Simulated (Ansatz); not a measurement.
Cost and result for the atomization energy of C₂H₇BZn (`[BH2][Zn][CH2]C`) (11 atoms, 10 bonds).

Cartesian coordinates in Å:
```
B -1.734 -2.247 1.068
Zn -0.841 -0.530 0.312
C 0.007 1.091 -0.405
C 1.524 1.017 -0.582
H -1.637 -3.320 0.538
H -2.392 -2.250 2.072
H -0.468 1.322 -1.367
H -0.251 1.929 0.253
H 2.037 0.827 0.365
H 1.817 0.215 -1.266
H 1.939 1.946 -0.988
```

The species carries charge 0 and has multiplicity 1. For Zn the d shell is correlated and the shells below it are frozen. Scalar relativity is left out up to krypton. Geometry: relaxed with PBE0-D4/def2-TZVP. It is one conformer, not always the lowest. Program: Ansatz. All runs use 4 threads of an Arm Neoverse V2 on a shared host. Times are those of one run each, without the atoms' runs, and a repeat can differ threefold. Electronic energies, without spin–orbit coupling; frozen cores. CCSD(T)/CBS adds CCSD(T) − MP2 in def2-TZVPP to the MP2 limit, and its time is that of the two runs behind it. T1 = 0.013. With those shells the extrapolation isn't a true limit. B3LYP takes the VWN-RPA correlation (the form of Gaussian; ORCA's B3LYP/G).

CCSD(T)/CBS is a level of theory with its own doubt, some kJ/mol a heavy atom from the limit and from the frozen cores, so smaller differences don't rank the functionals.

| level | functions | wall time | atomization (kcal/mol) | difference from CCSD(T)/CBS | per bond |
| --- | --- | --- | --- | --- | --- |
| PBE-D4/def2-TZVPP (with forces) | 255 | 2.4 s | 870.8 | 13.1 | 1.3 |
| PBE0-D4/def2-TZVPP | 255 | 2.9 s | 864.7 | 7.0 | 0.7 |
| r2SCAN-D4/def2-TZVPP (with forces) | 255 | 4.6 s | 866.9 | 9.2 | 0.9 |
| B3LYP-D4/def2-TZVPP (with forces) | 255 | 4.6 s | 859.6 | 1.9 | 0.2 |
| B2PLYP/def2-TZVPP | 255 | 5.5 s | 852.2 | -5.5 | -0.6 |
| ωB97X-V/def2-TZVPP | 255 | 7.5 s | 864.5 | 6.8 | 0.7 |
| ωB97M-V/def2-TZVPP (with forces) | 255 | 11 s | 863.5 | 5.8 | 0.6 |
| MP2/def2-QZVPP | 481 | 20 s | 859.3 | 1.6 | 0.2 |
| CCSD(T)/def2-TZVPP | 255 | 2.4 min | 841.0 | -16.7 | -1.7 |
| CCSD(T)/CBS(def2) | – | 2.7 min | 857.7 | 0.0 | 0.0 |

The D4 term adds +6.1 kcal/mol with B3LYP and +3.2 kcal/mol with PBE0; it sums over pairs of atoms, weighted by their polarisabilities, and B3LYP, whose exchange is more repulsive, gets the larger term. In def2-TZVPP, CCSD(T) changes the Hartree–Fock value by +185.3 kcal/mol (the triples alone add +9.2 kcal/mol) and MP2 by +193.6 kcal/mol; breaking electron pairs costs correlation energy, which Hartree–Fock lacks. From PBE to PBE0 (25 % exact exchange), in def2-TZVPP and without D4, the atomization energy moves by −5.5 kcal/mol: exact exchange takes away binding that semilocal exchange gives to molecules.
